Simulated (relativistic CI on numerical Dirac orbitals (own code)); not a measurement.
Computed by Dirac-Coulomb-Breit CI, orbitals from a KLI potential per configuration, a model potential for QED, unscaled Slater integrals (own radial code, finite nucleus).

The strongest absorption lines from the ground level of an ion, among the configurations computed and to levels below about 20200 eV (vacuum wavelength in Å, gf): 0.6586 (0.23), 0.8319 (0.26), 0.8461 (1.1), 0.8755 (0.31), 0.9046 (0.032), 4.2822 (0.33).

Question: Which ion is it?
A. Bi LXXVI
B. Bi LXXVIII
C. Ir LXXII
D. Lu LXVI

Answer: B. Bi LXXVIII has 6 electrons and the ground level 2s²2p² ³P0; the strongest line goes to 2s²2p3d ³D°1. The pattern of lines fixes the number of electrons, and along that sequence the line energies rise steadily with the charge (about as its square where n changes within one kind of shell, about linearly where n is kept but much faster in heavy ions where fine structure, which grows about as Z⁴, sets the gap, and irregularly where shells cross), which fixes Z. Configurations outside the model, such as inner-shell arrays, can give stronger lines. At this charge energies of transitions that change n are usually good to better than 1 %, and those within a shell (Δn = 0) to a few per cent.

LS names give the leading component of a level, which can be under half, so a name can repeat, a term be missing and a line seem to break the LS rules.
